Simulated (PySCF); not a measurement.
# Spin-rotation constants: SMILES CCC(C)(C)NNC1CC1, C8H18N2

Geometry:
```tsv
atom	x (Å)	y (Å)	z (Å)
C1	-2.817	0.994	-1.169
C2	-1.380	0.934	-0.669
C3	-1.093	-0.120	0.413
C4	-1.486	-1.530	-0.056
C5	-1.820	0.209	1.718
N6	0.338	-0.018	0.704
N7	1.164	-0.311	-0.409
C8	2.395	0.411	-0.356
C9	3.620	-0.129	0.337
C10	3.561	-0.056	-1.164
H11	-3.508	1.228	-0.363
H12	-3.117	0.053	-1.623
H13	-2.905	1.773	-1.923
H14	-0.713	0.726	-1.507
H15	-1.097	1.905	-0.260
H16	-2.565	-1.631	-0.110
H17	-1.113	-2.275	0.647
H18	-1.064	-1.732	-1.038
H19	-1.576	-0.524	2.485
H20	-1.521	1.192	2.072
H21	-2.896	0.199	1.569
H22	0.575	-0.582	1.523
H23	1.342	-1.312	-0.522
H24	2.207	1.475	-0.285
H25	4.266	0.556	0.864
H26	3.562	-1.107	0.793
H27	3.459	-0.981	-1.711
H28	4.163	0.681	-1.672
```

Theory: GIAO wB97X-D/pcSseg-1 magnetisability, rotational g tensor and spin-rotation constants, non-relativistic, gas phase (PySCF 2.14.0). Geometry: GFN2-xTB.

Question: Give the nuclear spin-rotation constants along the inertial axes (H = +C I·J) beside the isotropic shieldings.

Answer: Rotational constants 2.5359, 0.6406, 0.5969 GHz. A star marks the isotopologue with that one atom substituted, in its own axes.
| atom | isotope | Caa (kHz) | Cbb (kHz) | Ccc (kHz) | mean (kHz) | σ (ppm) |
| --- | --- | --- | --- | --- | --- | --- |
| N6 | 14N | 0.201 | 0.054 | 0.051 | 0.102 | 137.0 |
| N7 | 14N | 0.186 | 0.051 | 0.035 | 0.090 | 166.3 |
| H11 | 1H | -0.114 | -0.045 | -0.050 | -0.070 | 30.9 |
| H12 | 1H | -0.272 | -0.071 | 0.009 | -0.111 | 31.1 |
| H13 | 1H | -0.282 | 0.006 | -0.057 | -0.111 | 30.7 |
| H14 | 1H | -0.122 | -0.026 | -0.044 | -0.064 | 29.1 |
| H15 | 1H | -0.285 | -0.068 | 0.016 | -0.112 | 30.7 |
| H16 | 1H | 0.067 | -0.075 | -0.064 | -0.024 | 30.7 |
| H17 | 1H | -0.263 | -0.006 | -0.060 | -0.110 | 31.4 |
| H18 | 1H | -0.210 | -0.026 | -0.042 | -0.093 | 30.5 |
| H19 | 1H | -0.276 | 0.008 | -0.066 | -0.112 | 31.2 |
| H20 | 1H | -0.276 | -0.072 | 0.012 | -0.112 | 30.9 |
| H21 | 1H | 0.064 | -0.072 | -0.066 | -0.024 | 30.6 |
| H22 | 1H | -0.292 | 0.026 | -0.070 | -0.112 | 29.3 |
| H23 | 1H | -0.307 | -0.069 | 0.007 | -0.123 | 30.5 |
| H24 | 1H | -0.237 | -0.058 | 0.005 | -0.097 | 29.4 |
| H25 | 1H | -0.205 | -0.065 | -0.020 | -0.096 | 31.5 |
| H26 | 1H | -0.276 | -0.024 | -0.046 | -0.116 | 31.9 |
| H27 | 1H | -0.282 | -0.074 | 0.004 | -0.118 | 31.7 |
| H28 | 1H | -0.187 | -0.030 | -0.055 | -0.091 | 31.3 |
| C1 | 13C* | 0.319 | 0.087 | 0.079 | 0.162 | 175.6 |
| C2 | 13C* | 0.481 | 0.099 | 0.094 | 0.225 | 152.8 |
| C3 | 13C* | 0.440 | 0.139 | 0.127 | 0.235 | 129.9 |
| C4 | 13C* | 0.450 | 0.099 | 0.077 | 0.209 | 161.0 |
| C8 | 13C* | 0.491 | 0.115 | 0.083 | 0.230 | 149.3 |
| C9 | 13C* | 0.295 | 0.110 | 0.055 | 0.153 | 178.7 |

For the geometry as given, no vibrational averaging.
